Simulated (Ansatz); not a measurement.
Molecule: SiS, net charge -1, doublet state. 
Geometry from a B3LYP-D3(BJ)/def2-TZVP (Ansatz, a first-principles code) optimisation:
```
Si
S 1 2.0417
```
Charge -1, spin multiplicity 2.

Basis-set convergence of Hartree-Fock and MP2 correlation energies (hartree) with Ansatz. Cores are frozen in the correlated levels unless marked. Open shells are spin-unrestricted. No spin-orbit coupling. No relativistic terms. This anion needs diffuse functions, which these sets lack.

| basis | functions | E(HF) | E(corr, MP2) |
|---|---|---|---|
| def2-SVP | 36 | -686.24692 | -0.19340 |
| def2-TZVPP | 84 | -686.49655 | -0.26367 |
| def2-QZVPP | 140 | ___ | ___ |

### Question
Fill in the missing entries.

### Answer

- def2-QZVPP, E(HF): -686.52011
- def2-QZVPP, E(corr, MP2): -0.28890
